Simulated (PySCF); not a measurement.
C2H5InO2, SMILES C=[CH][In]([OH])[OH].

Geometry optimised at PBE0-D3(BJ)/def2-SVP. The structure was generated by enumeration; whether it is a known compound was not checked. The def2 effective core potentials stand for the cores of In; spin–orbit coupling is left out. Other conformers were not sampled.

The numbers are results of TDA-PBE/def2-SVPD run with PySCF, not measurements.

Vertical excitations. Isolated molecule, no solvent. State labels are in the subgroup Cs.

```tsv
state	symmetry	energy (eV)	λ (nm)	f	main pairs
S1	A'	4.55	273	0.008	HOMO→LUMO 91 %
S2	A"	4.63	268	0.000	HOMO→LUMO+1 99 %
S3	A"	4.89	254	0.000	HOMO−2→LUMO 84 %
S4	A'	4.96	250	0.005	HOMO−1→LUMO 79 %
S5	A"	5.03	247	0.023	HOMO−1→LUMO+1 80 %
S6	A"	5.15	241	0.004	HOMO−3→LUMO 87 %
S7	A"	5.56	223	0.031	HOMO−4→LUMO+1 97 %
S8	A'	5.58	222	0.137	HOMO−2→LUMO+1 63 %, HOMO−3→LUMO+1 11 %, HOMO→LUMO+2 11 %
S9	A'	5.77	215	0.126	HOMO−3→LUMO+1 57 %, HOMO→LUMO+2 13 %, HOMO−2→LUMO+1 11 %
S10	A'	6.26	198	0.214	HOMO−4→LUMO 50 %, HOMO−4→LUMO+2 15 %, HOMO−1→LUMO+2 12 %, HOMO−1→LUMO 8 %
T1	A'	4.21	294	0	HOMO−1→LUMO 47 %, HOMO−4→LUMO 41 %
T2	A'	4.26	291	0	HOMO→LUMO 94 %
T3	A"	4.35	285	0	HOMO→LUMO+1 98 %
T4	A"	4.60	270	0	HOMO−2→LUMO 95 %
```
Triplets are in the Tamm–Dancoff approximation.
